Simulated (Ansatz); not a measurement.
Consider the formal exchange of groups at the Se–C bond: `CC([SeH])[TeH]` + `CC(O)F` → `CC(O)(F)[SeH]` + `CC[TeH]`.

Calculated with Ansatz (gas phase, PBE0-D4/def2-TZVP geometries, no zero-point term in ΔE). CCSD(T)/CBS adds triple-zeta CCSD(T) − MP2 to the extrapolated MP2 energy (def2 sets, frozen cores). DFT in def2-TZVPP. Elements past krypton have def2 core potentials. For Se, Te outer-core shells are correlated without core-valence functions, which leaves a few kJ/mol of doubt a bond. Scalar relativity is left out up to krypton. One conformer a species, not always the lowest.

CCSD(T)/CBS gives +4.0 kJ/mol.

Question: Another level gave -3.4 kJ/mol. Which?
A. MP2/def2-TZVPP
B. CCSD(T)/def2-TZVPP
C. r2SCAN/def2-TZVPP
D. PBE0/def2-TZVPP

Answer: D. PBE0 -3.4, CCSD(T)/def2-TZVPP 3.1, MP2/def2-TZVPP 8.7, r2SCAN -8.2 kJ/mol.

Largest T1 diagnostic among the species: 0.011.

The D4 term adds +3.3 kJ/mol with B3LYP and +1.8 kJ/mol with PBE0; it sums over pairs of atoms, weighted by their polarisabilities, and B3LYP, whose exchange is more repulsive, gets the larger term.

B3LYP here is the variant with VWN-RPA as its local correlation; programs differ in this.
